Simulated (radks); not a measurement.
Task: All-electron atom: Tb in [Xe] 4f9 6s1 6p1 (not the ground configuration). All-electron calculation, scalar-relativistic Kohn-Sham, BLYP, spin-polarised, spherical densities, point nucleus; open shells are filled with parallel spins first (spin-orbit coupling, left out, can overturn this in heavy ions). Program: a radial shooting solver on a logarithmic mesh with Libxc functionals. Some entries of the table are withheld. Estimate them.

| orbital | occ. | eigenvalue (eV) | <1/r> (bohr^-1) | <r> (bohr) |
|---|---|---|---|---|
| 1s up | 1 | -51868.94 | 73.12 | 0.02150 |
| 1s down | 1 | -51868.93 | 73.12 | 0.02150 |
| 2s up | 1 | -8598.650 | 16.97 | 0.09149 |
| 2s down | 1 | -8598.603 | 16.97 | 0.09149 |
| 2p up | 3 | -7640.586 | 15.81 | 0.08088 |
| 2p down | 3 | -7640.549 | 15.81 | 0.08088 |
| 3s up | 1 | -1908.101 | 6.235 | 0.2394 |
| 3s down | 1 | -1906.260 | 6.240 | 0.2393 |
| 3p up | 3 | -1612.719 | 5.853 | 0.2382 |
| 3p down | 3 | -1610.885 | 5.857 | 0.2380 |
| 3d up | 5 | -1227.748 | 5.553 | 0.2166 |
| 3d down | 5 | -1226.337 | 5.557 | 0.2164 |
| 4s up | 1 | -380.0226 | 2.629 | 0.5415 |
| 4s down | 1 | -375.7571 | 2.628 | 0.5415 |
| 4p up | 3 | -282.7846 | 2.412 | 0.5737 |
| 4p down | 3 | -278.5665 | 2.411 | 0.5739 |
| 4d up | 5 | -149.3977 | 2.125 | 0.6237 |
| 4d down | 5 | -145.2510 | 2.122 | 0.6245 |
| 5s up | 1 | -49.3921 | 1.004 | 1.320 |
| 5s down | 1 | -47.2256 | 0.9905 | 1.335 |
| 5p up | 3 | -26.4939 | 0.8361 | 1.564 |
| 5p down | 3 | -24.8817 | 0.8207 | 1.588 |
| 4f up | 7 | (1) | 1.521 | 0.8886 |
| 6s up | 1 | -4.6766 | 0.3149 | 3.976 |
| 6s down | 0 | -3.7199 | 0.3170 | 3.985 |
| 4f down | 2 | (2) | 1.471 | 0.9533 |
| 6p up | 1 | -1.8170 | 0.2266 | 5.499 |

Result: 
(1) 4f up eigenvalue (eV): -5.4029
(2) 4f down eigenvalue (eV): -1.8498
